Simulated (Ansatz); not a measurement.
Cost and result up the ladder for fac-ScBr3(H2O)3 (ScBr₃O₃H₆) (13 atoms). Charge 0, multiplicity 1. Geometry: PBE0-D4/def2-SVP.

```
atom   x (Å)   y (Å)   z (Å)
 Br1  -2.049  -0.129  -1.971
 Br2  -1.785  -0.878   2.036
 Br3  -0.583   2.732   0.549
  O4   1.160   0.230   1.482
  O5   0.964   0.768  -1.440
  O6   0.090  -1.861  -0.349
 Sc7  -0.612   0.239   0.085
  H8   0.799  -0.202   2.274
  H9   1.234   1.169   1.721
 H10   1.051   1.728  -1.324
 H11   0.480   0.660  -2.276
 H12  -0.413  -2.087  -1.149
 H13  -0.335  -2.367   0.364
```

Ansatz on 4 threads of Arm Neoverse V1 on a shared host. Times are rough, and most runs start from the orbitals of an earlier one. PBE0-D4/def2-TZVP serves as the yardstick here, not as an exact answer. Differences are given only for rows in sets of like size (and for xTB, whose basis is part of the method), since another set adds its own error. Binding counts from free atoms at the same level (Br doublet, O triplet, Sc doublet, H doublet; other spins of the atoms weren't run), without zero-point energy or a counterpoise term.

Correlated methods freeze 35 core orbitals; core or outer-core shells of Br, Sc are correlated, in sets that lack core-valence functions. No other spin state of charge 0 was run. Another isomer (singlet) lies 0.05 eV lower at PBE0-D4/def2-TZVP; other spin states weren't run for this one.

Correlated methods converge slowly with the basis.

| level | functions | wall time | binding energy per atom (eV) | difference from PBE0-D4/def2-TZVP (eV) |
| --- | --- | --- | --- | --- |
| PBE-D4/def2-SVP | 199 | 4.2 s | 3.65 | – |
| PBE0-D4/def2-SVP | 199 | 8 s | 3.54 | – |
| BLYP-D4/def2-TZVP | 318 | 9.5 s | 3.54 | 0.03 |
| MP2/def2-TZVP | 318 | 22 s | 3.54 | 0.03 |
| PBE0-D4/def2-TZVP | 318 | 25 s | 3.51 | 0.00 |
